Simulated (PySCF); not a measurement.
Excitations are Tamm–Dancoff values on a coarser integration grid. The basis has no diffuse functions, so Rydberg states are missing or too high.

Z-matrix (Å, degrees):
```
Al
Br 1 2.2292
Br 1 2.2294 2 120.01
Br 1 2.2294 2 120.00 3 179.97
```
Charge 0, multiplicity 1.

Question: What S1 excitation (TDA), S1–T1 gap (TDA), LUMO, T1 excitation (TDA) and dipole moment does ωB97X-D3(BJ)/def2-TZVP // PBE0-D3(BJ)/def2-TZVP (PySCF) give?

Answer: 
| Quantity | Value |
|---|---|
| S1 excitation (TDA) | 6.42 eV |
| S1–T1 gap (TDA) | 0.30 eV |
| LUMO | 0.43 eV |
| T1 excitation (TDA) | 6.12 eV |
| dipole moment | 0.000 e·Å |
